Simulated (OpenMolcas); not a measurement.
An OpenMolcas run meant for Ar5+ (ANO-RCC-VDZP, X2C; inactive shells 1s 2s 2p; intended active space 3 electrons in 8 orbitals (3s 3p 4s 4p)). One step of its input:

```
&CASPT2
Multistate=3 1 2 3
Frozen=1 0
IPEA=0.25
Shift=2.0
MaxIter=60
WThr=0.0 0.3 0.05
PrWF=0.5
NoMix
```

The run finished. Its levels beside those of a sound run (SS-CASPT2, IPEA 0.25 Eh, imaginary shift 0.1 Eh (closed shells correlated: 2s 2p)), in cm-1 above each run's lowest level:

| Level | This run | Usual run |
| --- | --- | --- |
| 3s2 3p 2P* 1/2 | 0.0 | 0.0 |
| 3s2 3p 2P* 3/2 | 1951 | 1951 |
| 3s 3p2 4P 1/2 | 95916 | 96564 |
| 3s 3p2 4P 3/2 | 96617 | 97265 |
| 3s 3p2 4P 5/2 | 97726 | 98371 |
| 3s 3p2 2D 3/2 | 143169 | 137296 |
| 3s 3p2 2D 5/2 | 143226 | 137356 |

Question: Which setting is unsound, and how much does it matter here?

Answer: The level shift is far above the usual 0.1 to 0.3 hartree and damps the second-order energy. Against the sound run the excited levels shown move by 2300 cm-1 on average and by 5900 cm-1 at most.

CASPT2 breaks the degeneracy within a term, and the mean is taken; among the terms shown or strongly mixed into the levels shown the widest spread is 23 cm-1 (3s 3p2 2D, the sound run). Over all roots computed the reference weight is 0.92 to 0.99 in the sound run; the roots of lowest weight are the least certain, and an intruder state may touch them. Active for correlation alone: 4p 4s; no level in the range computed is led by a configuration that fills them, so any true level of that kind is missing. Terms of s pⁿ other than that of highest spin mix with s² pⁿ⁻² d, which this space lacks; all of them can be thousands of cm-1 off, and some have no real level of that name. The basis is small and was not contracted for so high a charge. Only configurations of the active space appear.

* marks odd parity.
